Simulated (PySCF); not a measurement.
Ga(Me)(OH)2 (CH5GaO2), SMILES [CH3][Ga]([OH])[OH]. Atoms are numbered in the order given.

```xyz
9

Ga     0.0020    -0.0027     0.0033
C     -1.3699    -1.4031    -0.0534
H     -0.9708    -2.3148    -0.5399
H     -2.2379    -1.0364    -0.6335
H     -1.7025    -1.6700     0.9687
O     -0.2329     1.5331    -0.9095
H      0.5315     2.1264    -0.7875
O      1.5835    -0.0053     0.8871
H      1.7321    -0.8263     1.3899
```
Charge 0, spin multiplicity 1.

Geometry optimised at PBE-D3(BJ)/def2-SVP. The values are those of a single conformer.

Method: C-PCM-ωB97X/def2-SVP in PySCF.

The values are the electrostatic part of the solvation free energy, E(continuum) − E(gas) at the gas-phase geometry, in a cavity of scaled van der Waals radii (PySCF's table); cavitation and dispersion terms are not included. A continuum can't describe solvent molecules that bind to the metal. In vacuum the orbital gap is 12.65 eV. The dipole moment in vacuum is 2.37 D.

| solvent | ε | ΔG(elec) (kcal/mol) | dipole (D) | gap (eV) |
|---|---|---|---|---|
| water | 78.36 | -9.3 | 2.92 | 12.97 |
| N,N-dimethylformamide | 37.22 | -9.1 | 2.91 | 12.97 |
| 2-propanol | 19.26 | -8.9 | 2.89 | 12.97 |
